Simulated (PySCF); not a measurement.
## [La(NH2)4]−: from a saddle point downhill

PySCF 2.14.0, RKS BP86, La lcecp-1-SVP with ECP46, N def2-SVP, H def2-SVP; non-relativistic Hamiltonian with scalar-relativistic core potentials where named; density fitting; no spin-orbit coupling. Relaxed within the symmetry of its start, the geometry (D2d) is

```xyz
13

La    0.0000    0.0000    0.0000
N     1.1932    1.4777    1.4777
H     1.6182    1.2359    2.3885
H     1.6182    2.3885    1.2359
N    -1.1932   -1.4777    1.4777
H    -1.6182   -1.2359    2.3885
H    -1.6182   -2.3885    1.2359
N     1.1932   -1.4777   -1.4777
H     1.6182   -2.3885   -1.2359
H     1.6182   -1.2359   -2.3885
N    -1.1932    1.4777   -1.4777
H    -1.6182    2.3885   -1.2359
H    -1.6182    1.2359   -2.3885
```

and its lowest harmonic modes are -166, -80, -80, 61, 79, 88 cm⁻¹ (negative: unstable). It was moved along the lowest mode and relaxed again, within the group S4 that the move left.

Task: Where does it end, and how much lower?

Result: In S4, 0.106 eV lower, after 25 steps:
```xyz
13

La   -0.0001    0.0000    0.0000
N     1.4395    1.4050    1.3061
H     2.3106    1.0498    1.7364
H     1.4571    2.4211    1.4875
N    -1.4396   -1.3061    1.4051
H    -1.4567   -1.4875    2.4213
H    -2.3109   -1.7363    1.0505
N     1.4395   -1.4050   -1.3061
H     1.4571   -2.4211   -1.4875
H     2.3106   -1.0498   -1.7364
N    -1.4396    1.3061   -1.4051
H    -2.3109    1.7363   -1.0505
H    -1.4567    1.4875   -2.4213
```

Task: How do the contacts change?

Result: 
```
      contact  saddle (Å)  end (Å)
 La1–N2 (NH2)       2.406    2.398
 La1–N5 (NH2)       2.406    2.398
 La1–N8 (NH2)       2.406    2.398
La1–N11 (NH2)       2.406    2.398
```


Task: Is the end a minimum?

Result: Yes; lowest modes 77, 78, 79, 89, 98, 158 cm⁻¹.

State: singlet in the valence, with the 4f electrons in the core potential.
